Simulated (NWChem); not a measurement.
The numbers come from NWChem runs, not from measurements. System: phosphorus nitride (NP), charge 0, spin multiplicity 1, at a geometry optimised with B3LYP/def2-SVP. Level: MP2/def2-TZVP, 6 core orbitals frozen.

Input file:

```
start mol
memory heap 200 mb stack 800 mb global 1000 mb
geometry units angstroms nocenter noautoz
  N      0.000000     0.000000     1.017718
  P      0.000000     0.000000    -0.474935
  symmetry group C2v
end
basis spherical
  * library def2-tzvp
end
scf
  rhf
  nopen 0
  maxiter 100
  thresh 1e-7
  semidirect memsize 60000000 filesize 0
end
mp2
  freeze core 6
end
task mp2 energy
```

NWChem printed:

```
             Northwest Computational Chemistry Package (NWChem) 7.3.0
             --------------------------------------------------------

                                NWChem Input Module
                                -------------------

 Scaling coordinates for geometry "geometry" by  1.889725989
 (inverse scale =  0.529177249)

 Turning off AUTOSYM since
 SYMMETRY directive was detected!

                             Geometry "geometry" -> ""
                             -------------------------

 Output coordinates in angstroms (scale by  1.889725989 to convert to a.u.)

  No.       Tag          Charge          X              Y              Z
 ---- ---------------- ---------- -------------- -------------- --------------
    1 N                    7.0000     0.00000000     0.00000000     1.01771800
    2 P                   15.0000     0.00000000     0.00000000    -0.47493500

 Effective nuclear repulsion energy (a.u.)      37.2247341780

            Nuclear Dipole moment (a.u.)
            ----------------------------
        X                 Y               Z
 ---------------- ---------------- ----------------
     0.0000000000     0.0000000000     0.0000018897

      Symmetry information
      --------------------

 Group name             C2v
 Group number             16
 Group order               4
 No. of unique centers     2

      Symmetry unique atoms

     1    2


 Summary of "ao basis" -> "" (spherical)
 ------------------------------------------------------------------------------
       Tag                 Description            Shells   Functions and Types
 ---------------- ------------------------------  ------  ---------------------
 *                         def2-tzvp                  on all atoms

 Summary of "ao basis" -> "ao basis" (spherical)
 ------------------------------------------------------------------------------
       Tag                 Description            Shells   Functions and Types
 ---------------- ------------------------------  ------  ---------------------
 N                         def2-tzvp                11       31   5s3p2d1f
 P                         def2-tzvp                13       37   5s5p2d1f

                                 NWChem SCF Module
                                 -----------------

  ao basis        = "ao basis"
  functions       =    68
  atoms           =     2
  closed shells   =    11
  open shells     =     0
  charge          =   0.00
  wavefunction    = RHF
  use symmetry    = T
  symmetry adapt  = T

 Summary of "ao basis" -> "ao basis" (spherical)
 ------------------------------------------------------------------------------
       Tag                 Description            Shells   Functions and Types
 ---------------- ------------------------------  ------  ---------------------
 N                         def2-tzvp                11       31   5s3p2d1f
 P                         def2-tzvp                13       37   5s5p2d1f

      Symmetry analysis of basis
      --------------------------

        a1         30
        a2          6
        b1         16
        b2         16

 Forming initial guess at       0.1s

      Superposition of Atomic Density Guess
      -------------------------------------

 Sum of atomic energies:        -394.96266612

      Non-variational initial energy
      ------------------------------

 Total energy =    -395.159962
 1-e energy   =    -618.931959
 2-e energy   =     186.547262
 HOMO         =      -0.348018
 LUMO         =      -0.059597
[...]
    46      0.325056  2 P  px                 6      0.296533  1 N  px
     9      0.282409  1 N  px                49      0.181123  2 P  px
    12      0.177134  1 N  px

 Vector   12  Occ=0.000000D+00  E= 4.461580D-02  Symmetry=b1
              MO Center=  3.1D-16, -1.0D-30, -2.6D-01, r^2= 2.9D+00
   Bfn.  Coefficient  Atom+Function         Bfn.  Coefficient  Atom+Function
  ----- ------------  ---------------      ----- ------------  ---------------
    49      0.698275  2 P  px                12     -0.451768  1 N  px
     6     -0.262086  1 N  px                46      0.259988  2 P  px
     9     -0.205364  1 N  px

 Vector   13  Occ=0.000000D+00  E= 4.461580D-02  Symmetry=b2
              MO Center= -9.3D-31,  1.7D-16, -2.6D-01, r^2= 2.9D+00
   Bfn.  Coefficient  Atom+Function         Bfn.  Coefficient  Atom+Function
  ----- ------------  ---------------      ----- ------------  ---------------
    50      0.698275  2 P  py                13     -0.451768  1 N  py
     7     -0.262086  1 N  py                47      0.259988  2 P  py
    10     -0.205364  1 N  py

 Vector   14  Occ=0.000000D+00  E= 1.516271D-01  Symmetry=a1
              MO Center= -1.7D-17, -7.3D-18, -9.9D-01, r^2= 4.6D+00
   Bfn.  Coefficient  Atom+Function         Bfn.  Coefficient  Atom+Function
  ----- ------------  ---------------      ----- ------------  ---------------
     5      2.976336  1 N  s                 36     -2.788160  2 P  s
    51     -2.250826  2 P  pz                14     -1.138360  1 N  pz
    48     -0.438334  2 P  pz                11     -0.250142  1 N  pz
    59     -0.239348  2 P  d  0

 center of mass
 --------------
 x =   0.00000000 y =   0.00000000 z =  -0.01929969

 moments of inertia (a.u.)
 ------------------
          76.726207819633           0.000000000000           0.000000000000
           0.000000000000          76.726207819633           0.000000000000
           0.000000000000           0.000000000000           0.000000000000

  Mulliken analysis of the total density
  --------------------------------------

    Atom       Charge   Shell Charges
 -----------   ------   -------------------------------------------------------
    1 N    7     7.35   0.82  1.15  0.61  0.90  0.30  1.28  1.51  0.73  0.01  0.04  0.00
    2 P   15    14.65   2.01  0.54  1.43  1.06  0.81  4.17  1.70  0.67  1.48  0.59  0.09  0.10  0.02

       Multipole analysis of the density wrt the origin
       ------------------------------------------------

     L   x y z        total         open         nuclear
     -   - - -        -----         ----         -------
     0   0 0 0     -0.000000      0.000000     22.000000

     1   1 0 0     -0.000000      0.000000      0.000000
     1   0 1 0      0.000000      0.000000      0.000000
     1   0 0 1     -1.276436      0.000000      0.000002

     2   2 0 0    -13.181075      0.000000      0.000000
     2   1 1 0     -0.000000      0.000000      0.000000
     2   1 0 1      0.000000      0.000000      0.000000
     2   0 2 0    -13.181075      0.000000      0.000000
     2   0 1 1      0.000000      0.000000      0.000000
     2   0 0 2    -15.017794      0.000000     37.973621

                   NWChem MP2 Semi-direct Energy/Gradient Module
                   ---------------------------------------------

  Basis functions       =     68
  Molecular orbitals    =     68
  Frozen core           =      6
  Frozen virtuals       =      0
  Active alpha occupied =      5
  Active beta occupied  =      5
  Active alpha virtual  =     57
  Active beta virtual   =     57
  Use MO symmetry       = T
  Use skeleton AO sym   = T

  AO/Fock/Back tols     =   1.0D-09  1.0D-09  1.0D-09

 GA uses MA = F    GA memory limited = T

 Available:
  local mem=  1.15D+08
 global mem=  1.31D+08
 local disk=  0.00D+00
  mp2_memr nvloc                    57
  nvloc new                    57
   1 passes of   5:        4194304                      23677                   2275443.
   1 passes of   5: M    114681724           G      131062752           F     110487420.

 Semi-direct pass number   1 of   1  for RHF alpha+beta  at        0.9s
  vrange nnbf                  2340
  mp2_eaftype                    10  avail_ma_in_mb                   999
 EAF : mp2_eaftype filesize          10    1137722.
  mp2_eaf for mointskh                     10
Node 0 wrote      5.3 Mb in      0.0 s     Agg I/O rate:  1626.4 Mb/s
 Done moints_semi at        2.6s
  mp2_eaftype                    10  avail_ma_in_mb                   989
 EAF : mp2_eaftype filesize          10    1137722.
  mp2_eaf for kh                    10
 Done maket at        2.6s
 Done multipass loop at        2.6s

          -------------------------------------------
          SCF energy                -395.174489409482
          Correlation energy          -0.346161009207
          Singlet pairs               -0.213598136313
          Triplet pairs               -0.132562872894
          Total MP2 energy          -395.520650418689
          -------------------------------------------

          ---------------------------------------------------
                    Spin Component Scaled (SCS) MP2
          Same spin pairs                     -0.088375248596
          Same spin scaling factor             0.333333333333
          Opposite spin pairs                 -0.257785760611
          Opposite spin scaling fact.          1.200000000000
          SCS-MP2 correlation energy          -0.338801328932
          Total SCS-MP2 energy              -395.513290738414
          ---------------------------------------------------

 -----------------------
 Performance information
 -----------------------

 Timer overhead =  1.95D-07 seconds/call

               Nr. of calls         CPU time (s)                 Wall time (s)                GFlops
             ---------------    -------------------     ------------------------------   -------------------
Name         Min   Avg   Max    Min     Avg     Max     Min     Avg     Max   Mx/calls   Min     Max     Sum
mp2: moin     1     1     1    1.7     1.7     1.7      1.7     1.7     1.7     1.7      0.0     0.0     0.0
mp2: make     1     1     1   4.37E-2 4.37E-2 4.37E-2  4.37E-2 4.37E-2 4.37E-2 4.37E-2   0.0     0.0     0.0
mp2: tota     1     1     1    1.8     1.8     1.8      1.8     1.8     1.8     1.8      0.0     0.0     0.0

 The average no. of pstat calls per process was 3.00D+00
 with a timing overhead of 5.85D-07s

 Task  times  cpu:        2.6s     wall:        2.6s

 Total times  cpu:        2.6s     wall:        2.6s
```
